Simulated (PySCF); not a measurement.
Stretching CaIn⁺

Set-up: PySCF, scalar-relativistic core potentials, basis sets Ca def2-SVP, In def2-SVP with ECP28. Energies in eV from Ca + In⁺ in their ground configurations at the same level. State: ¹Σ⁺ (singlet), closed shell.

All columns are BP86. A positive dipole points towards In; it is taken about the centre of mass and depends on that origin.

```
R (Å)  E (eV)  μ (D)  Mulliken charge on Ca (basis-dependent)  HOMO (eV)  LUMO (eV)  Mayer bond order  ⟨S²⟩
3.142  -1.077  -6.61                                     0.46      -8.48      -7.56              0.96  0.00
3.289  -1.211  -6.67                                     0.46      -8.44      -7.38              0.92  0.00
3.435  -1.284  -6.67                                     0.46      -8.40      -7.24              0.88  0.00
3.544  -1.309  -6.64                                     0.46      -8.36      -7.14              0.85  0.00
3.654  -1.316  -6.59                                     0.46      -8.32      -7.07              0.83  0.00
3.764  -1.308  -6.52                                     0.46      -8.27      -7.00              0.81  0.00
3.910  -1.282  -6.41                                     0.46      -8.21      -6.93              0.79  0.00
4.093  -1.232  -6.23                                     0.46      -8.12      -6.88              0.76  0.00
4.312  -1.159  -6.01                                     0.45      -8.02      -6.84              0.74  0.00
4.604  -1.053  -5.70                                     0.44      -7.88      -6.85              0.71  0.00
```

A fit through these points gives, at Re = 3.645 Å, μ = -6.60 D and dμ/dR = 0.543 D/Å; the reduced mass is 29.65 u.

Task: How strong is the fundamental in the double-harmonic approximation, I = 42.26·(dμ/dR)²/μred km/mol?

Result: I = 42.26·(0.543)²/29.65 = 0.420 km/mol at BP86.

Closed-shell solutions of metal pairs were not tested for spin polarisation, which can lower them a little. Spin–orbit coupling is left out. For an ion De counts to the pair picked by the measured ionisation energies or electron affinities, which need not be the lowest pair at this level.
